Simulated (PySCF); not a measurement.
**Sr: ionisation energy**

Sr [Kr] 5s2 (1S) → Sr⁺ [Kr] 5s1 (2S), as a difference of total energies. Calculation: PySCF 2.14, in x2c-SVPall; scalar relativity by spin-free X2C-1e. Correlated levels: valence: [Kr] frozen. The calculations carry no spin-orbit coupling.

Task: Order these methods by the ionisation energy they give, lowest first.
A. M06-L
B. CCSD (valence)
C. SCS-MP2 (valence)
D. MP2 (valence)

Result: D (5.203 eV), C (5.288 eV), B (5.433 eV), A (5.802 eV).

Errors of the correlated levels include the incompleteness of this basis and the frozen core.

With two correlated electrons CCSD is exact in that space.

The coupled-cluster amplitudes are large for Sr (T1 above 0.03 or a double amplitude above 0.15), so a single reference is strained.

For comparison: 5.695 eV (measured; NIST Atomic Spectra Database, ionization energies).
